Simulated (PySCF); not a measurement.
(Z)-1,2-dichloro-1-fluoroprop-1-ene (C₃H₃Cl₂F), SMILES C(=C(/C)Cl)(/F)Cl. Atoms are numbered in the order given.

```xyz
9

C     -1.4950     1.6798     0.0000
C     -0.3472     0.7203     0.0000
Cl     1.2443     1.4191     0.0000
C     -0.4855    -0.6165     0.0000
F     -1.6961    -1.1787     0.0000
Cl     0.7898    -1.7653     0.0000
H     -2.4482     1.1353     0.0000
H     -1.4511     2.3280     0.8899
H     -1.4511     2.3280    -0.8899
```

The structure is a stationary point at TPSSh-D3(BJ)/def2-SVP.

Level of theory: PySCF with PBE/def2-TZVP.

Isolated molecule, no solvent.

- total energy = -1135.83943 hartree
- point group = Cs
- highest occupied level = -5.89 eV
- lowest empty level = -1.16 eV
- orbital gap = 4.73 eV
- dipole moment = 1.33 D
- quadrupole, principal values (traceless, Buckingham form, about the centre of nuclear charge) = -4.17, -1.18, 5.35 D·Å
- mean static polarisability = 63.3 bohr³ (9.38 Å³)
- polarisability, principal values = 41.3, 66.5, 82.1 bohr³
